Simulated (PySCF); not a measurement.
An unknown is described by computed data only.

Formula: C6H13FOSi2.

* Rotational structure: rotational constants A, B, C: 1.388, 0.485, 0.409 GHz [GFN2-xTB]
* Dipole: 2.17 D [PBE0/pcSseg-1]
* 13C NMR: chemical shifts (computed TMS as zero) by class: 86.4 (1 C), 84.1 (1 C), 84.1 (1 C), 72.2 (1 C), 45.8 (1 C), 26.9 (1 C) ppm [GIAO PBE0/pcSseg-1]
* 1H NMR: chemical shifts (computed TMS as zero) by class: 5.19 (1 H), 4.88 (3 H), 4.31 (1 H), 3.87 (3 H), 3.50 (1 H), 2.23 (1 H), 2.16 (1 H), 1.98 (1 H), 1.61 (1 H) ppm [GIAO PBE0/pcSseg-1]
* NMR, other nuclei: isotropic shieldings of nuclei other than C and H, by class: 323 (1 O), 386 (1 F), 385 (1 Si), 420 (1 Si) ppm [GIAO PBE0/pcSseg-1]

Gas-phase values; electronic properties from PySCF, density fitting. Levels stand in brackets. Isolated species at its GFN2-xTB geometry (one conformer only). NMR classes are plain means over equivalent atoms (diastereotopic ones count apart unless rotation or inversion swaps them), as if these changed places fast.

Task: What is the compound? Reason from the data.

Result: Numbering: `[CH:1]#[C:2][C@@H:3]([F:4])[CH2:5][C@H:6]([SiH3:7])[CH2:8][O:9][SiH3:10]`. Its formula, C6H13FOSi2, gives 2 degrees of unsaturation: 0 rings and 2 π bonds in the structure found. 6 carbons fall into 6 classes; from least to most shielded: alkyne carbon [C2] (86.4 ppm), terminal alkyne carbon [C1] (84.1 ppm), sp3 C–F carbon [C3] (84.1 ppm), sp3 carbon bound to oxygen [C8] (72.2 ppm), chain CH2 carbon [C5] (45.8 ppm), sp3 carbon bound to silicon [C6] (26.9 ppm). Hydrogen classes from least to most shielded: 1 H on an sp3 C–F carbon, C3 (5.19 ppm), 3 H on an oxygen-bound silicon, Si10 (4.88 ppm), 1 H on an sp3 carbon bound to oxygen, C8 (4.31 ppm), 3 H on an SiH3 silicon, Si7 (3.87 ppm), 1 H on an sp3 carbon bound to oxygen, C8 (3.50 ppm), 1 H on a chain CH2 carbon, C5 (2.23 ppm), 1 H on a terminal alkyne carbon, C1 (2.16 ppm), 1 H on a chain CH2 carbon, C5 (1.98 ppm), 1 H on an sp3 carbon bound to silicon, C6 (1.61 ppm). The other shieldings belong to: 323 ppm, silyl ether oxygen [O9]; 386 ppm, alkyl fluorine [F4]; 385 ppm, oxygen-bound silicon [Si10]; 420 ppm, SiH3 silicon [Si7]. The optimised geometry has point group C1 and is an asymmetric top. Structure: `C#C[C@@H](F)C[C@H]([SiH3])CO[SiH3]`. Computed isomers that give other values at the same levels: `CO[C@@H]1C=C([SiH2]C)[C@@H](F)[SiH2]1` (13C chemical shifts (computed TMS as zero) by class: 164.7 (1 C), 149.1 (1 C), 98.2 (1 C), 79.3 (1 C), 60.5 (1 C), -7.4 (1 C) ppm); `C=CC[C@@H]1C[C@@H]([Si@@H](F)[SiH3])O1` (13C chemical shifts (computed TMS as zero) by class: 141.1 (1 C), 125.0 (1 C), 82.6 (1 C), 74.3 (1 C), 49.5 (1 C), 27.4 (1 C) ppm); `C=CC[C@@H]1C[C@H]([Si@@H](F)[SiH3])O1` (13C chemical shifts (computed TMS as zero) by class: 141.0 (1 C), 125.5 (1 C), 81.6 (1 C), 75.4 (1 C), 50.4 (1 C), 30.7 (1 C) ppm). The assignments are read from this structure; whether some other isomer fits the data as well wasn't checked. The mirror image fits equally.

The values belong to the conformer `[CH:1]#[C:2][C@@H:3]([F:4])[CH2:5][C@H:6]([SiH3:7])[CH2:8][O:9][SiH3:10]`: C2–C3–C5–C6 180°, C3–C5–C6–Si7 -62°, C5–C6–C8–O9 82°, C6–C8–O9–Si10 -139°.
